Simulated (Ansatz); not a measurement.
AlGeH4NO (`[NH2][GeH]1[O][AlH]1`), relaxed with RKS PBE-D4/def2-SVP in the Gaussian-basis code of Ansatz from a rough embedded geometry. The force threshold is 0.03 eV/Å; the program also tests the step.

The species carries charge 0 and has multiplicity 1.

Start:

```xyz
8

N    -0.051   -1.397   -0.836
Ge   -0.699   -0.286    0.417
O    -0.549    1.403   -0.190
Al    0.719    1.567    1.042
H    -0.474   -1.154   -1.791
H     0.980   -1.223   -1.001
H    -2.190   -0.538    0.853
H     2.265    1.628    1.507
```

Problem. How much energy does the relaxation release, and in how many steps? (An estimate is asked.)

Solution. Computed: 22.70 kcal/mol, in 9 steps, 1 of them rejected.

Problem. Which bonds change most? (Estimate.)

Solution. Computed: Ge2–O3 from 1.801 to 1.952 Å; Ge2–Al4 from 2.416 to 2.357 Å; N1–H5 from 1.072 to 1.025 Å; O3–Al4 from 1.775 to 1.730 Å.

Problem. Give the relaxed structure. (An estimate is asked.)

Solution. Computed: 
```xyz
8

N    -0.152   -1.487   -0.963
Ge   -0.503   -0.285    0.385
O    -0.206    1.583   -0.100
Al    0.943    1.398    1.181
H    -0.875   -1.577   -1.685
H     0.772   -1.425   -1.399
H    -2.028   -0.471    0.648
H     2.049    2.264    1.933
```
